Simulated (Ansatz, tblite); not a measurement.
Forces on Cs3H3⁺ at its PBE0-D4/def2-TZVP geometry. The state is a doublet with charge 1.

In the def2 sets Cs takes a core potential; there is no spin–orbit coupling. The xTB rows come from tblite. In the doublet, H5 and H6 lie 0.76 Å apart (atoms count from 1), so H2 has formed as a molecule. Another isomer (doublet) lies 0.08 eV lower at PBE0-D4/def2-TZVP; other spin states weren't run for this one.

GFN1-xTB (tblite), largest force 0.92 eV/Å:

```xyz
6
positions Å, forces eV/Å
Cs    2.124   -1.227   -1.157   -0.232    0.232    0.105
Cs   -2.145    1.130    1.219    0.287   -0.055   -0.184
Cs    1.043    3.246   -1.349   -0.069   -0.216    0.090
H     0.182    0.537   -0.206    0.085    0.253   -0.097
H    -0.487   -1.506    0.620    0.210    0.609   -0.228
H    -0.718   -2.179    0.873   -0.280   -0.822    0.314
```

GFN2-xTB (tblite), largest force 1.09 eV/Å:

```
Cs 0.032 0.187 -0.056
Cs 0.082 0.159 -0.084
Cs -0.049 -0.157 0.066
H 0.052 0.165 -0.067
H 0.214 0.620 -0.231
H -0.331 -0.974 0.372
```

PBE-D4/def2-TZVP (Ansatz), largest force 0.24 eV/Å:

```
Cs 0.011 -0.011 -0.004
Cs -0.011 0.002 0.008
Cs -0.003 -0.009 0.005
H 0.002 0.010 -0.003
H 0.070 0.216 -0.089
H -0.067 -0.207 0.084
```
